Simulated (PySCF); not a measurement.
**Core-level binding energies of (LiBr)3 ring**

(LiBr)3 ring, Li₃Br₃.
Bonds: Li1–Br2, Li1–Br6, Br2–Li3, Li3–Br4, Br4–Li5, Li5–Br6.

The calculation used PySCF, delta-SCF UKS SCAN, pcX-2 on the ionised atom, pcseg-1 elsewhere, spin-free X2C. Each binding energy is the total energy of the core-ionised species, with the hole localised on one atom, minus that of the ground state; both are solved self-consistently, so orbital relaxation is included.

What binding energy does each computed site have?

| atom(s) | environment | level | binding energy (eV) | count |
| --- | --- | --- | --- | --- |
| Li1/Li3/Li5 | lithium bonded to 2 Br | Li 1s | 63.48 | 3 |

Which photon energy gives electrons from Li 1s of Li1/Li3/Li5 a kinetic energy of 50 eV, and what is their de Broglie wavelength?

hν = 63.48 + 50 = 113.48 eV, recoil neglected; λ = 12.264 Å/√(E/eV) = 1.73 Å.

The first atom of each set that the bonding makes equivalent was ionised and stands for the set. No level of bromine is listed. One conformer (not necessarily the lowest) at the PBE0-D3(BJ)/def2-SVP geometry, without solvent, vibrations or thermal averaging.
